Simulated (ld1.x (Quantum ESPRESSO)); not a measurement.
An odd input for ld1.x (Quantum ESPRESSO) 7.5 (gallium (Ga))

Command:

```bash
ld1.x < Ga.in > Ga.out
```

Input:

```
&input
   title='Ga', zed=31., rel=1, dft='PBE', iswitch=3, lsd=1,
   config='[Ar] 3d10 4s2 4p0.5',
   nld=2, rlderiv=2.15, eminld=-3.0, emaxld=5.0, deld=0.02
 /
 &inputp
   pseudotype=3, lpaw=.true., tm=.true., lloc=-1, rcloc=1.45,
   nlcc=.true., new_core_ps=.true., rcore=1.25,
   which_augfun='PSQ', rmatch_augfun_nc=.true.,
   file_pseudopw='Ga.UPF', file_wfcaegen='ae.wfc', file_wfcncgen='nc.wfc', file_beta='beta', file_chi='chi', file_wfcusgen='us.wfc'
 /
4
4S  1  0   2.00   0.00  1.55  1.95  0.0
4S  1  0   0.00   3.40  1.55  1.95  0.0
4P  2  1   0.50   0.00  1.25  1.75  0.0
4P  2  1   0.00   0.30  1.25  1.75  0.0
 &test
   configts(1)='4s2 4p0.5'
 /
```

This is an input that runs to its end, with one change: spin polarisation asked for in a generation.

**Question.** How does the run end?

**Answer.** The program runs through. The occupied levels of the test differ from the all-electron ones by at most 0.00000 Ry (unchanged input: 0.00000 Ry).

```
     atomic number is 31.00   valence charge is  3.00
     dft = SLA  PW   PBX  PBC   lsd =0 sic =0 latt =0  beta=0.20 tr2=1.0E-14
     mesh =1205 r(mesh) = 101.09016 xmin = -7.00 dx = 0.01250

     n l     nl             e AE (Ry)        e PS (Ry)    De AE-PS (Ry)
     1 0     4S   1( 2.00)       -0.91338       -0.91339        0.00000
     2 1     4P   1( 0.50)       -0.41320       -0.41320       -0.00000

     eps = 9.0E-17  iter =  3

     Etot =   -3887.729917 Ry,   -1943.864958 Ha,  -52895.260192 eV
     Etotps =  -153.126511 Ry,     -76.563255 Ha,   -2083.392314 eV

     Ekin =       9.208740 Ry,       4.604370 Ha,     125.291289 eV
     Encl =     -13.888871 Ry,      -6.944435 Ha,    -188.967716 eV
     Ehrt =       2.325315 Ry,       1.162657 Ha,      31.637516 eV
     Ecxc =    -150.771694 Ry,     -75.385847 Ha,   -2051.353402 eV
     (Ecc =     -24.289850 Ry,     -12.144925 Ha,    -330.480242 eV)

     ---------------------- End of pseudopotential test ----------------------
```
